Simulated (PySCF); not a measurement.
Calculation: B3LYP-D3(BJ)/def2-TZVP (PySCF). Isolated molecules, 0 K electronic values unless said otherwise. One relaxed conformer stands for a flexible species; it need not be the lowest. B3LYP has the VWN-RPA correlation part, as in Gaussian. Delta-SCF ions had no search for a lower state. 

Reference species (SMILES): `O[SiH2][SiH2][SiH2][SiH3]` (neutral, multiplicity 1).

| Property | Value |
|---|---|
| vertical ionisation energy (Delta-SCF) | 9.30 eV |
| HOMO–LUMO gap | 6.52 eV |

Changed species: `[SiH3]O[SiH2][SiH2][SiH3]` (Si–O–Si–Si torsion -27°, O–Si–Si–Si torsion -179°).

Question: Give the shifts of the vertical ionisation energy (Delta-SCF) and HOMO–LUMO gap.

Answer: the vertical ionisation energy (Delta-SCF) goes up by 0.14 eV, to 9.44 eV; the HOMO–LUMO gap rises by 0.11 eV, to 6.63 eV.
